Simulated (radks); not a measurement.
Task: Species: the gadolinium ion Gd32+. Configuration: [Ar] 3d10 4s2 4p2 (the NIST ground configuration). Calculated with a radial shooting solver on a logarithmic mesh with Libxc functionals: scalar-relativistic Kohn-Sham, r2SCAN, spin-unpolarised, spherical densities, finite nucleus; meta-GGA in the generalised Kohn-Sham scheme; Fermi nuclear charge, rms radius 5.1569 fm. Some entries of the table are withheld. Estimate them.

| orbital | occ. | eigenvalue (eV) | r(max) (bohr) |
|---|---|---|---|
| 1s | 2 | -51405.93 | 0.01392 |
| 2s | 2 | -9521.338 | 0.07891 |
| 2p | 6 | -8607.238 | 0.06389 |
| 3s | 2 | -3006.194 | 0.2224 |
| 3p | 6 | -2720.458 | 0.2179 |
| 3d | 10 | (1) | 0.1778 |
| 4s | 2 | -1379.021 | 0.4825 |
| 4p | 2 | -1271.785 | 0.4937 |
| 4d | 0 | -1129.829 | 0.4887 |
| 5s | 0 | (2) | 0.8634 |

Result: 
(1) 3d eigenvalue (eV): -2351.719
(2) 5s eigenvalue (eV): -776.7741
